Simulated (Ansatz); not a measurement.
Relaxation of the cluster Li2Te with RKS PBE-D4/def2-TZVP.

```sh
$ ansatz run in.yaml --threads 4 --pin off --events-out ev --progress --plain --max-ram 3916MiB
```

```yaml
crystal:
  periodic: [false, false, false]
  atoms:
    - {symbol: Li, position_ang: [1.046490, -1.088260, 0.152100]}
    - {symbol: Li, position_ang: [-1.241320, 0.094480, 0.868080]}
    - {symbol: Te, position_ang: [0.194830, 0.993780, -1.020180]}
basis:
  gaussian: {orbitals: def2-TZVP}
hamiltonian: {xc: pbe, dispersion: d4}
scf: {omitted_lower_state_checks: [starts]}
output: {orbitals: {seedname: orbitals}}
relax: {f_tol: 0.02, max_steps: 100}
```

It took 3 s on 4 threads of Arm Neoverse V2 on a shared host.

Positions (Å) and forces (eV/Å) at steps 1, 2, 3, 4, 5 of 5:

```xyz
3
step=1 energy=-7702.8378 eV
Li    1.046   -1.088    0.152    0.454    0.139   -0.470
Li   -1.241    0.094    0.868   -0.320    0.540   -0.228
Te    0.195    0.994   -1.020   -0.134   -0.679    0.698
3
step=2 energy=-7703.0914 eV
Li    1.205   -1.099    0.040    0.325   -0.213   -0.062
Li   -1.374    0.234    0.847   -0.341    0.131    0.146
Te    0.169    0.865   -0.888    0.016    0.082   -0.084
3
step=3 energy=-7703.1711 eV
Li    1.374   -1.161   -0.035    0.030    0.061   -0.077
Li   -1.534    0.342    0.875   -0.003    0.078   -0.066
Te    0.160    0.818   -0.840   -0.027   -0.139    0.142
3
step=4 energy=-7703.1875 eV
Li    1.458   -1.176   -0.087    0.010    0.016   -0.022
Li   -1.608    0.410    0.873   -0.002    0.022   -0.018
Te    0.150    0.766   -0.786   -0.007   -0.039    0.040
3
step=5 energy=-7703.1895 eV
Li    1.509   -1.184   -0.118   -0.005    0.005    0.000
Li   -1.653    0.450    0.871    0.006   -0.001   -0.004
Te    0.144    0.734   -0.754   -0.001   -0.004    0.004
```

In the def2 sets Te takes a core potential; there is no spin–orbit coupling. The structure comes from a short search, and lower isomers may exist.
